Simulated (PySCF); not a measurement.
Order these species by their calculated properties.

Each SMILES stands for a single optimised conformer of the isolated species, non-relativistic unless stated. Electronic properties by PySCF.

Dipoles, sizes and rotational constants follow the conformer. The torsions of the flexible species, by atom-mapped SMILES:
- `[CH2:1]=[C:2]([CH2:3][C:4](=[O:5])[Cl:6])[C:7](=[O:8])[Cl:9]`: C1–C2–C3–C4 -108°, C2–C3–C4–O5 19°, C1–C2–C7–O8 -5°
- `[CH:1]#[C:2][C:3](=[O:4])[O:5][CH2:6][CH:7]([Cl:8])[Cl:9]`: C2–C3–O5–C6 -179°, C3–O5–C6–C7 -72°, O5–C6–C7–Cl8 -57°
- `[CH3:1][O:2][C@H:3]([CH3:4])[CH:5]([Cl:6])[Cl:7]`: C1–O2–C3–C4 -161°, O2–C3–C5–Cl6 -174°
- `[CH3:1][N:2]([SiH3:3])[CH2:4][SiH2:5][PH2:6]`: C1–N2–C4–Si5 -73°, N2–C4–Si5–P6 -48°, H–P6–Si5–C4 154°, H–P6–Si5–C4 61°
- `[CH2:1]=[CH:2][c:3]1[cH:4][p:5][cH:6][s:7]1`: C1–C2–C3–C4 180°
- `[CH3:1][CH2:2][Si@H:3]([NH2:4])[SiH2:5][PH2:6]`: C1–C2–Si3–N4 -175°, C2–Si3–Si5–P6 -107°, H–N4–Si3–C2 179°, H–N4–Si3–C2 -42°, H–P6–Si5–Si3 45°, H–P6–Si5–Si3 -48°

The conformers of `C[C@@]12C[C@@H]1CC[C@H]2Cl` aren't listed.

Question: Rank by smallest rotational constant, highest first (GFN2-xTB).
A. `Cc1cpcnc1C#N`
B. `C=C(CC(=O)Cl)C(=O)Cl`
C. `CN([SiH3])C[SiH2]P`
D. `CO[C@H](C)C(Cl)Cl`
E. `C#CC(=O)OCC(Cl)Cl`

Answer: D (1.080 GHz), C (0.886 GHz), A (0.806 GHz), B (0.648 GHz), E (0.528 GHz).

Question: Rank by HOMO energy, highest first (PBE0/def2-SVPD at GFN2-xTB geometries).
A. `C[C@H](C(Cl)Cl)OC`
B. `C[C@@]12C[C@@H]1CC[C@H]2Cl`
C. `C#CC(=O)OCC(Cl)Cl`
D. `C=CC1=CP=CS1`
E. `C=C(CC(=O)Cl)C(=O)Cl`

Answer: D (-6.57 eV), B (-7.79 eV), A (-7.92 eV), C (-8.70 eV), E (-8.83 eV).

By how much do the two ends of that ranking differ?

By 2.26 eV, between `C=Cc1cpcs1` and `C=C(CC(=O)Cl)C(=O)Cl`.

Question: Rank by HOMO–LUMO gap, highest first (PBE0/def2-SVPD at GFN2-xTB geometries).
A. `C[C@@]12C[C@@H]1CC[C@H]2Cl`
B. `C=Cc1cpcs1`
C. `ClC(COC(=O)C#C)Cl`
D. `Cc1cpcnc1C#N`

Answer: A (8.45 eV), C (6.82 eV), D (4.86 eV), B (4.75 eV).

Give the two extremes of that set in kcal/mol.

`C=Cc1cpcs1`: 110 kcal/mol; `C[C@@]12C[C@@H]1CC[C@H]2Cl`: 195 kcal/mol.

Question: Rank by static isotropic polarisability, lowest first (PBE0/def2-SVPD at GFN2-xTB geometries).
A. `C[C@@]12C[C@@H]1CC[C@H]2Cl`
B. `c1pcnc(c1C)C#N`
C. `C=CC1=CP=CS1`
D. `CO[C@H](C)C(Cl)Cl`

Answer: D (82.0 au), A (89.9 au), C (104.1 au), B (106.6 au).

Question: Rank by lowest triplet excitation (Tamm–Dancoff), lowest first (TDA PBE0/def2-SVPD at GFN2-xTB geometries).
A. `C[C@@]12C[C@@H]1CC[C@H]2Cl`
B. `CC[Si@H](N)[SiH2]P`
C. `c1(C#N)ncpcc1C`
D. `C=C(CC(=O)Cl)C(=O)Cl`

Answer: C (2.82 eV), D (3.49 eV), B (4.62 eV), A (6.61 eV).

Question: Rank by lowest singlet excitation, lowest first (TDDFT PBE0/def2-SVPD at GFN2-xTB geometries).
A. `CC[Si@H](N)[SiH2]P`
B. `C=Cc1cpcs1`
C. `C(=C)(CC(=O)Cl)C(=O)Cl`
D. `C#CC(=O)OCC(Cl)Cl`

Answer: B (4.16 eV), C (4.35 eV), D (4.90 eV), A (5.21 eV).

By how much do the two ends of that ranking differ?

By 1.05 eV, between `CC[Si@H](N)[SiH2]P` and `C=Cc1cpcs1`.
